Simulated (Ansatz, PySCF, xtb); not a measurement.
Spectroscopic constants of GaCl, closed-shell singlet (the spin of the measured ground state). No spin–orbit coupling. Ga is treated without relativity.

The constants come from a fifth-degree fit in 1/R (seven points, main isotopes). Runs in def2 and cc sets follow the lowest solution found near the PBE0 minimum. The singlet is held restricted.

Correlated levels freeze the inner cores; with def2 sets outer-core shells near the valence are correlated too. CBS(a, b) extrapolates the correlation energy as X⁻³ and adds the Hartree–Fock energy of set b. Rows in LANL2DZ carry no dispersion term and start afresh at each structure. LANL2DZ brings its own core potentials from Na on.

Run with Ansatz (Gaussian basis) for Hartree–Fock, density functionals and correlated methods; PySCF for LANL2DZ rows; xtb for the GFN methods. Each number belongs to the level named beside it.

D_e counts from each atom's lowest state at the same level, without counterpoise or zero-point energy.

```csv
level,r_e (Å),ω_e (cm⁻¹),ω_e x_e (cm⁻¹),D_e (eV),dipole (D)
GFN2-xTB,2.169,319,0.22,-,-
BP86/LANL2DZ,2.315,323,0.83,-,3.10
r2SCAN/def2-TZVPP,2.208,___,1.3,4.93,2.16
B3LYP/LANL2DZ,2.309,325,0.85,-,3.36
PBE0/def2-TZVPP,2.216,367,1.3,4.84,2.35
CAM-B3LYP/def2-TZVPP,2.216,366,1.3,4.76,2.47
CCSD(T)/def2-TZVPP,2.211,377,1.2,4.74,-
"CCSD(T)/CBS(def2-TZVPP, def2-QZVPP)",___,___,1.3,4.97,-
```

Complete the blanks.


- CCSD(T)/CBS(def2-TZVPP, def2-QZVPP), r_e (Å): 2.198
- CCSD(T)/CBS(def2-TZVPP, def2-QZVPP), ω_e (cm⁻¹): 371
- r2SCAN/def2-TZVPP, ω_e (cm⁻¹): 372

Measured for the ground state: r_e 2.2017 Å [microwave values compiled in ACS Omega 2, 8373 (2017)]. ω_e 365.3 cm-1, ω_e x_e 1.2 cm-1, B_e 0.1499 cm-1, α_e 0.0007936 cm-1 [Huber and Herzberg (1979), NIST Chemistry WebBook]. D_0 4.76 ± 0.14 eV (a handbook's tabulated 298 K bond energy less 3RT/2; such tables hold older values) [Luo, bond dissociation energies, CRC Handbook].

Ansatz is a program for electronic structure.
